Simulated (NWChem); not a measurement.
# C$_{3}$H$_{3}$BF$_{2}$; SMILES FB1CC=C1F

```xyz
9

F     -1.1641     1.7003     0.0062
B     -0.2223     0.7841    -0.0084
C      1.3775     0.8181    -0.0081
C      1.1923    -0.6984     0.0126
C     -0.1579    -0.7629    -0.0048
F     -0.9538    -1.8138    -0.0023
H      1.8769     1.2117    -0.9091
H      1.8759     1.2394     0.8810
H      1.9489    -1.4918     0.0375
```
Atoms are numbered in this order, from 1.

Computed with NWChem. Coordinates come from a PBE0/def2-SVP optimisation.

Question: Order these by “highest occupied level (eV)”, lowest first: TPSSh/def2-TZVP; PBE0/def2-TZVP; B3LYP/def2-TZVP; PBE/def2-TZVP; BLYP/def2-TZVP.

Answer: PBE0/def2-TZVP (-7.80), B3LYP/def2-TZVP (-7.58), TPSSh/def2-TZVP (-7.12), PBE/def2-TZVP (-6.60), BLYP/def2-TZVP (-6.46)
